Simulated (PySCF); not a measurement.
# From computed data to an observable: chemical shift, span and skew from a shielding tensor

C2H5AlCl2O, SMILES CC[O][Al]([Cl])[Cl]. Atoms are numbered in the order given.

```xyz
11

Al    -0.1058     0.4641     0.1592
Cl     1.2010     0.9441    -1.3984
Cl    -1.4986     1.8656     0.8073
O     -0.0593    -1.0338     0.9125
C      0.5733    -2.2713     0.7427
C      0.2007    -2.9246    -0.5720
H      1.6713    -2.1531     0.8042
H      0.2774    -2.9209     1.5844
H      0.5317    -2.3077    -1.4231
H      0.6738    -3.9138    -0.6688
H     -0.8899    -3.0576    -0.6416
```
Charge 0, spin multiplicity 1.

The structure is a stationary point at PBE0-D3(BJ)/def2-SVP. The values are those of a single conformer.

GIAO shieldings from PBE/pcSseg-1 (PySCF), non-relativistic, no solvent. The symmetric part of the tensor of C5 has the principal values 83.0, 97.9, 162.1 ppm. The same nucleus in TMS has σ = 182.0 ppm at this level (PySCF, at its B3LYP-D3(BJ)/def2-TZVP geometry). Without spin–orbit terms, shifts of atoms bonded to Cl or Br come out too high.

### Question
Work out the isotropic shielding, the ¹³C shift against TMS, the span and the skew.

### Answer

σ(iso) = (σ11 + σ22 + σ33)/3 = 114.3 ppm. δ = σ(ref) − σ(iso) = 182.0 − (114.3) = 67.7 ppm.
Span Ω = σ33 − σ11 = 79.1 ppm. Skew κ = 3(σ(iso) − σ22)/Ω = 0.62. Tumbling in solution averages the tensor to δ; in a static solid the shielding alone would spread this spin-1/2 line over Ω.
